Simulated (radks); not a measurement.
The numbers below are computed, except where a source is named.
Q: The mean radii <r> (bohr) of the occupied orbitals of an atom or ion are listed with their occupations. Code: a radial shooting solver on a logarithmic mesh with Libxc functionals. Model: Dirac Kohn-Sham, LDA (Slater exchange, Perdew-Zunger correlation), spin-unpolarised, spherical densities, point nucleus.

| orbital | occ. | <r> |
|---|---|---|
| 1s1/2 | 2 | 0.04280 |
| 2s1/2 | 2 | 0.1896 |
| 2p1/2 | 2 | 0.1629 |
| 2p3/2 | 4 | 0.1668 |
| 3s1/2 | 2 | 0.5522 |
| 3p1/2 | 2 | 0.5573 |
| 3p3/2 | 4 | 0.5679 |
| 3d3/2 | 4 | 0.5865 |
| 3d5/2 | 6 | 0.5905 |
| 4p1/2 | 2 | 1.889 |
| 4p3/2 | 4 | 1.926 |

Name the element and its charge. Open shells, if any, fill j = l - 1/2 first.

A: Z = 35, bromine, charge +1: Br+ in [Ar] 3d10 4p6. The 1s radius gives Z: for a bare nucleus <r> = (2 gamma + 1)/(2Z) with gamma = sqrt(1 - (Z/c)^2), 0.04191 bohr for Z = 35, and screening makes it slightly larger (0.04280 here). The occupations add up to 34, and the charge is Z minus that.
